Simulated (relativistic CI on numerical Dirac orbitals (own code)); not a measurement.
Sensitivity of the levels of Pb52+ to α and to the nuclear radius

Method of calculation: Dirac-Coulomb-Breit CI, KLI orbitals optimised for each configuration, derivatives by finite differences, unscaled Slater integrals, QED left out (own radial code, finite nucleus).

Configurations in the expansion (outside the closed core [Ar] 3d10): 4s2, 4s 4p, 4p2, 4s 4d, 4s 4f, 4d2, 4p 4d, 4f2. Levels of other configurations are missing.

With x = (α/α₀)² − 1 an excitation energy changes as ω = ω₀ + qx; K = 2q/ω₀ is the relative enhancement. Terms are leading LS components, so labels can repeat. The field-shift factor is F = δν/δ⟨r²⟩ for the transition from the lowest level.

Lowest level 4s2 1S_0.

```
      Level  ω₀ (cm⁻¹)   q (cm⁻¹)      K  F (GHz/fm²)
4s 4p 3P°_0     859252     192400  0.448        -4740
4s 4p 3P°_1     931655     210300  0.451        -4760
   4p2 3P_0    1963308     416800  0.425        -9540
4s 4p 3P°_2    2249891  1.971e+06   1.75        -5180
4s 4p 1P°_1    2416942  1.968e+06   1.63        -5190
   4p2 3P_1    3291618  2.181e+06   1.33        -9990
   4p2 1D_2    3303464  2.176e+06   1.32        -9760
 4s 4d 3D_1    3767924   2.05e+06   1.09        -5150
 4s 4d 3D_2    3810937  2.075e+06   1.09        -5270
 4s 4d 3D_3    4059180  2.352e+06   1.16        -5140
 4s 4d 1D_2    4139761  2.393e+06   1.16        -5420
4p 4d 3F°_2    4670408  2.253e+06  0.965        -9950
   4p2 3P_2    4722606  3.902e+06   1.65       -10200
   4p2 1S_0    4793004   3.95e+06   1.65       -10400
4p 4d 3D°_1    4843635  2.269e+06  0.937        -9960
4p 4d 3P°_2    5056332  2.564e+06   1.01        -9950
4p 4d 3F°_3    5056573  2.572e+06   1.02        -9860
4s 4f 3F°_3    5632804    2.4e+06  0.852        -5260
4s 4f 3F°_2    5635438  2.351e+06  0.834        -5130
4s 4f 3F°_4    5706549  2.441e+06  0.855        -5140
4s 4f 1F°_3    5747117  2.485e+06  0.865        -5350
4p 4d 3D°_2    6134277  4.032e+06   1.31       -10400
4p 4d 3P°_0    6166204  4.034e+06   1.31       -10400
```

At this charge energies of transitions that change n are usually good to better than 1 %, and those within a shell (Δn = 0) to a few per cent.
